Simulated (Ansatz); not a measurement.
Mulliken charges of `[NH2][AlH][CH]=S` from B3LYP/def2-TZVPP in Ansatz (PBE0-D4/def2-TZVP geometry).

| atom | x (Å) | y (Å) | z (Å) | charge (e) |
| --- | --- | --- | --- | --- |
| N1 | -0.779 | 1.194 | 0.580 | -0.407 |
| Al2 | 0.662 | 0.211 | 0.368 | 0.488 |
| C3 | 0.447 | -1.354 | -0.817 | -0.180 |
| S4 | -0.995 | -1.631 | -1.501 | -0.169 |
| H5 | -0.855 | 2.024 | 1.143 | 0.130 |
| H6 | -1.655 | 0.977 | 0.130 | 0.140 |
| H7 | 2.019 | 0.585 | 1.091 | -0.133 |
| H8 | 1.248 | -2.063 | -1.049 | 0.130 |

Q: By hand: the dipole of these point charges (1 e Å = 4.8032 D).

A: Σ q r = (0.279, 0.190, 0.230) e Å, of length 0.408 e Å = 1.96 D.

Q: How does the dipole of the full density compare? (Estimate.)

A: The calculation gave: (0.099, 0.184, 0.165) e Å, 1.28 D; the point charges give 1.53 times that, at 22° from its direction.

Point charges leave out the atoms' own dipoles, such as those of lone pairs, and Mulliken's split depends on the basis, so the two needn't agree.

B3LYP here is the variant with VWN-RPA as its local correlation; programs differ in this.
